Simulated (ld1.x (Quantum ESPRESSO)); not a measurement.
# What the settings do to the PAW potential of nitrogen

Base potential:

- Element: N (Z = 7)
- Generator: ld1.x (Quantum ESPRESSO) 7.5
- Type: PAW
- Functional: PBE
- Relativity: scalar-relativistic
- Frozen core: [He]
- Valence charge: 5
- Reference configuration: 2s2 2p3
- Partial waves: 2s (bound): rcut 1.05, rcutus 1.10 bohr; 2s channel at -0.75 Ry: rcut 1.05, rcutus 1.10 bohr; 2p (bound): rcut 1.15, rcutus 1.40 bohr; 2p channel at 1 Ry: rcut 1.15, rcutus 1.40 bohr; 3d channel at -0.15 Ry: rcut 1.00, rcutus 1.15 bohr; 3d channel at 1 Ry: rcut 1.00, rcutus 1.15 bohr
- Local potential: all-electron potential smoothed inside 1.30 bohr (lloc = -1)
- Core correction: Bessel-smoothed model core inside 0.55 bohr
- Augmentation charge: GAUSS, radius 1.00 bohr

All-electron outer shells of the reference configuration (PBE, scalar-relativistic, ld1.x):

```csv
shell,level (eV),outermost node (bohr),outermost maximum (bohr)
1s,-384.72,–,0.15
2s,-18.58,0.32,1.02
2p,-7.09,–,0.98
```

Cutoffs, loose and tight: the cutoffs (Ry, on a coarse ladder) from which the occupation-weighted sum of valence levels, in a spherical-Bessel basis at the reference potential, stays within 10 and 1 mRy of its value at 400 Ry. They do not see the model core or the augmentation charge, which bear on the density cutoff. Test errors are all-electron minus pseudo excitation energies from the reference, over the configurations 2s2 2p2; 2s2 2p1; 2s2 2p0; 2s2 2p2.5; 2s1 2p3; 2s1 2p4; 2s0 2p5. A dash means not determined; rows that change the core or the reference have their own tests. The largest error is taken over the tests solved by every variant that gives reliable tests at all: 2s0 2p5; 2s1 2p3; 2s1 2p4; 2s2 2p1; 2s2 2p2; 2s2 2p2.5.

Cutoffs are not given where the Bessel-basis levels miss the radial ones by over 6 mRy, ghosts where they miss by over 20 mRy; a channel whose overlap is not positive is not tested.

| change | outcome | cutoff, loose | cutoff, tight | bound ghosts | largest test error (meV) |
| --- | --- | --- | --- | --- | --- |
| base | generated | 35 Ry | 50 Ry | none | -3.7 |
| functional LDA (PZ); removed wave 3d channel at 1 Ry: rcut 1.00, rcutus 1.15 bohr | generated | 35 Ry | 50 Ry | none | -3.3 |
| local potential all-electron potential smoothed inside 1.20 bohr (lloc = -2) | generated | 35 Ry | 45 Ry | none | -3.6 |
| reference 2s2 2p1.5; removed wave 3d channel at 1 Ry: rcut 1.00, rcutus 1.15 bohr | generated | 35 Ry | 45 Ry | none | -1.4 |
| waves 3d channel at -0.15 Ry: rcut 0.78, rcutus 0.82 bohr; 3d channel at 1 Ry: rcut 0.78, rcutus 0.82 bohr | generated | – | – | not determined | -3.7 |
| core correction Bessel-smoothed model core inside 1.26 bohr | generated | 35 Ry | 50 Ry | none | -4.4 |
| wave 2p channel at 1 Ry: rcut 1.15, rcutus 1.40 bohr becomes 2p channel at 0.28 Ry: rcut 1.15, rcutus 1.40 bohr | generated | 35 Ry | 45 Ry | none | -3.5 |
| local potential all-electron potential smoothed inside 0.96 bohr (lloc = -1) | generated | 35 Ry | 45 Ry | none | -1.3 |
| waves 2p (bound): rcut 1.15, rcutus 1.28 bohr; 2p channel at 1 Ry: rcut 1.15, rcutus 1.28 bohr | generated | 40 Ry | 50 Ry | none | -1.9 |
| local potential all-electron potential smoothed inside 1.05 bohr (lloc = -1) | generated | 35 Ry | 45 Ry | none | -1.1 |

(1) What comes out with this change to the base: waves 2p (bound): rcut 1.15, rcutus 1.78 bohr; 2p channel at 1 Ry: rcut 1.15, rcutus 1.78 bohr?

(2) What comes out with this change to the base: all radii but the core radius scaled by about 1.39 (s 1.52, p 1.94, d 1.60 bohr, rcut 1.46/1.60/1.38); local potential all-electron potential smoothed inside 1.80 bohr (lloc = -1); augmentation GAUSS, radius 1.38 bohr?

(3) What comes out with this change to the base: waves 2s (bound): rcut 0.84, rcutus 0.88 bohr; 2s channel at -0.75 Ry: rcut 0.84, rcutus 0.88 bohr?

Results:

(1) outcome: generated; cutoff, loose: 21 Ry; cutoff, tight: 35 Ry; bound ghosts: none; largest test error (meV): -5.4.

(2) outcome: generated; cutoff, loose: 18 Ry; cutoff, tight: 25 Ry; bound ghosts: none; largest test error (meV): +3.1.

(3) outcome: generated; cutoff, loose: 35 Ry; cutoff, tight: 60 Ry; bound ghosts: none; largest test error (meV): -8.0.
